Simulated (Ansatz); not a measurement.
The molecule BeH-, multiplicity 3 (an upper state: multiplicity 1 came lower at CCSD(T)/def2-TZVPP on PBE0 minima).

Seven points along R, fitted to fifth degree in 1/R; most abundant isotopes. Runs in def2 and cc sets follow the lowest solution found near the PBE0 minimum.

Codes used: Ansatz (an electronic-structure program) with Gaussian orbitals. 

Energies at PBE/def2-TZVPP:

```
R (Å)      E (hartree)
--------  ------------
1.293625  -15.19341197
1.328400  -15.19484223
1.360392  -15.19558687
1.396558  -15.19586121
1.432724  -15.19561928
1.474454  -15.19480065
1.523139  -15.19324700
```

Problem. With a reduced mass of 0.9065 u, find the minimum, the force constant and the constants.

Solution. A fifth-degree polynomial in 1/R puts the minimum at r_e = 1.3967 Å with force constant 172 N/m. Then ω_e = (1/2πc)√(k/μ) = 1793 cm⁻¹ and B_e = h/(8π²cμr_e²) = 9.533 cm⁻¹; the cubic and quartic terms give α_e = 0.33 and ω_e x_e = 39 cm⁻¹.
